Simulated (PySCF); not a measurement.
ClFH5NSi2, SMILES N[Si@@H](Cl)[SiH2]F. Atoms are numbered in the order given.

```xyz
10

N     -1.6234    -1.3503    -0.2648
Si    -0.7741     0.1400    -0.2787
Cl    -0.9587     1.3100     1.4711
Si     1.5347    -0.2094    -0.2857
F      2.0172    -1.0458    -1.6043
H     -1.3450    -2.1047     0.3557
H     -2.6236    -1.3766    -0.4425
H     -1.3360     0.9560    -1.3878
H      2.2600     1.0928    -0.2673
H      1.9033    -1.0022     0.9257
```

Geometry optimised at r2SCAN-D4/def2-SVP. The structure was generated by enumeration; whether it is a known compound was not checked. One conformer was computed; it need not be the lowest.

Calculation: B3LYP/pcSseg-1 (PySCF).

GIAO shieldings, no solvent; atoms listed in one row are averaged. δ = σ(ref) − σ: ¹⁵N against NH3 (σ = 265.5 ppm); ²⁹Si against TMS (σ = 338.7 ppm); ³⁵Cl against HCl (σ = 933.3 ppm); ¹⁹F against CFCl3 (σ = 161.7 ppm); ¹H against TMS (σ = 31.68 ppm), references at their B3LYP-D3(BJ)/def2-TZVP geometries, non-relativistic (without spin–orbit terms, shifts of atoms bonded to Cl or Br come out too high).

Question: Estimate the chemical shifts. (Estimate from the structure and the level; the computed values follow.)

Answer: 
```csv
nucleus,atoms,count,δ (ppm)
¹⁵N,N1,1,41.9
²⁹Si,Si4,1,-10.9
²⁹Si,Si2,1,-14.0
³⁵Cl,Cl3,1,63.9
¹⁹F,F5,1,-252.1
¹H,H8,1,5.62
¹H,"H9, H10",2,5.39
¹H,H7,1,2.01
¹H,H6,1,1.50
```
